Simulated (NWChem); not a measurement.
CH2ClF; SMILES FCCl

```xyz
5

F      0.3751     1.5042     0.0000
C     -0.5755     0.5532     0.0000
Cl     0.1446    -1.0671     0.0000
H     -1.1900     0.6415     0.9078
H     -1.1900     0.6415    -0.9078
```
Atoms are numbered in this order, from 1.

All runs: NWChem. Coordinates come from a PBE0/def2-SVP optimisation.

Q: Predict the results for B3LYP/STO-3G. Quantities: highest occupied level (eV); orbital gap (eV); dipole (D).

A: The highest occupied level (eV) comes out as -6.11 and the orbital gap (eV) is 10.28. The dipole (D) is 1.99.
